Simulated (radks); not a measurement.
Task: Coherent X-ray form factor from a spherical all-electron density. Calculated with a radial shooting solver on a logarithmic mesh with Libxc functionals: non-relativistic Kohn-Sham, LDA (Slater exchange, Perdew-Wang correlation), spin-polarised, spherical densities, point nucleus.

sin(theta)/lambda (1/angstrom),f0 (electrons)
0.05,13.449
0.1,12.172
0.15,10.809
0.2,9.696
0.25,8.861
0.3,8.215
0.4,7.167
0.5,6.201
0.6,5.279
0.8,3.733
1,2.698
1.25,1.968
1.5,1.599
2,1.259

The species is in the configuration that NIST lists as its ground one. Which atom or ion scatters so?

Result: Neutral silicon, [Ne] 3s2 3p2. Extrapolating in s^2 from the first two rows gives f0(0) = 13.9, near the electron count 14; among species with that count, the fall with angle is slower the higher Z, and the table is that of Z = 14; from so few rows the species is fixed only to a neighbour or two.
